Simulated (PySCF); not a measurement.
Ge(H)(F)(OH)2, H3FGeO2, SMILES [F][GeH]([OH])[OH] (CAM-B3LYP/def2-SVP optimised geometry):

```
7

Ge    -0.620    -0.717     0.000
O     -1.213    -1.518     1.431
O     -1.052    -1.679    -1.403
F      1.114    -0.717     0.000
H     -1.114     0.717     0.000
H     -1.149    -2.481     1.396
H     -0.326    -1.785    -2.032
```

Calculation: CAM-B3LYP/def2-TZVP (PySCF).

Problem. What are the frontier orbital energies and the dipole moment?

Solution. HOMO-2 -11.70 eV, HOMO-1 -11.24 eV, HOMO -10.89 eV, LUMO 0.98 eV, LUMO+1 1.78 eV; dipole moment 1.12 D.

On the same geometry PySCF with PBE/def2-TZVP gives HOMO-2 -8.43 eV, HOMO-1 -7.88 eV, HOMO -7.63 eV, LUMO -0.88 eV, LUMO+1 0.01 eV; dipole moment 1.08 D.

Meta-Löwdin charges at CAM-B3LYP/def2-TZVP: Ge1 1.36, O2 -0.73, O3 -0.74, F4 -0.52, H5 -0.07, H6 0.35, H7 0.35.
